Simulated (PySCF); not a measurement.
**A series of related molecules**

Level of theory: GIAO wB97X-D/pcSseg-1 magnetisability, rotational g tensor and spin-rotation constants, non-relativistic, gas phase (PySCF). Geometry: GFN2-xTB.

Each molecule in one low-energy conformer. The parent is S=C1C=C[C@@H]1CCl.

The calculation is non-relativistic, which matters for the atoms heavier than Zn.

Task: How does the isotropic susceptibility change along this series?
- S=C1C=C[C@@H]1CCl (base)
- S=C1C=C[C@H]1CBr (Cl replaced by Br)
- S=C1CC[C@H]1CCl (H2 added to a C-C multiple bond)
- S=C1C=C/C1=C\Cl (C-C bond made double)
- S=C1C=C[C@@H]1CCCl (CH2 inserted into a C-Cl bond)
- N#CC1=C[C@@H](CCl)C1=S (H on C replaced by CN)
- FC[C@H]1C=CC1=S (Cl replaced by F)

Result: 
```tsv
molecule	χ, cgs (10⁻⁶ cm³/mol)	magnetisability anisotropy (10⁻³⁰ J/T²)
S=C1C=C[C@@H]1CCl	-66.9	452
S=C1C=C[C@H]1CBr	-77.0	451
S=C1CC[C@H]1CCl	-74.0	295
S=C1C=C/C1=C\Cl	-59.6	558
S=C1C=C[C@@H]1CCCl	-78.1	476
N#CC1=C[C@@H](CCl)C1=S	-77.9	490
FC[C@H]1C=CC1=S	-51.9	444
```
The isotropic susceptibility is lowest for S=C1C=C[C@@H]1CCCl and highest for FC[C@H]1C=CC1=S.
